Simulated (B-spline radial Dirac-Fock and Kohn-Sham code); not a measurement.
## Zr: input and output of one calculation

ΔSCF core binding energies without Breit or QED terms, calculated with an atomic code on a B-spline grid. Keys: rel is the Hamiltonian (dirac, or spin-free x2c and nr, where L3 and M5 stand for the whole 2p and 3d shells), method is hf or an exchange,correlation pair (spin-unpolarised, also for the hole states), nuc the nuclear model, radius_factor scales its radius, rmax is the box in bohr, h the logarithmic mesh step, order the B-spline order, points the quadrature points per cell, c_factor scales the speed of light, and damp, ndamp, maxit and tol steer the iteration. The run stops when the commutator error falls below 10·tol·max(1, Z/10), or the numerical noise floor, and the energy has settled to about 1e-8 Ha; the virial ratio is −V/T.

Input (task.json):

```json
{"items": [{"Z": 40, "q": 0, "cfg": [[1, 0, 2], [2, 0, 2], [2, 1, 6], [3, 0, 2], [3, 1, 6], [3, 2, 10], [4, 0, 2], [4, 1, 6], [4, 2, 2], [5, 0, 2]], "A": 90, "rrms": 4.2694, "do": "settings", "holes": ["K", "L3", "M5"],
  "settings": [{"rel": "x2c", "method": "pw91,pw91", "nuc": "fermi", "radius_factor": 1.0, "rmax": 45.0, "h": 0.3, "order": 8, "points": 10, "c_factor": 1.0, "maxit": 60, "damp": 0.2, "ndamp": 3, "tol": 1e-08}]}]}
```

Command: `python xray2_run.py task.json out`

Ground-state iterations:

```
iter   energy (Ha)        error
   1    -3596.63456307  1.47e+00
   2    -3597.28303527  2.22e-01
   3    -3598.01087404  1.45e-01
   4    -3598.29211738  9.30e-02
   5    -3598.05556407  1.03e-01
   6    -3598.51224374  1.43e-02
   7    -3598.52178861  4.17e-03
   8    -3598.52225066  5.21e-04
   9    -3598.52227023  9.76e-05
  10    -3598.52227077  1.06e-05
  11    -3598.52227078  1.31e-06
  12    -3598.52227078  1.24e-07
```

The ground state converged in 12 iterations, with total energy -3598.52227 Ha, virial ratio 1.96771 and highest orbital energy -3.64 eV. ΔSCF binding energies: K (1s) 18063.7 eV, L3 (2p3/2) 2252.1 eV, M5 (3d5/2) 189.6 eV.
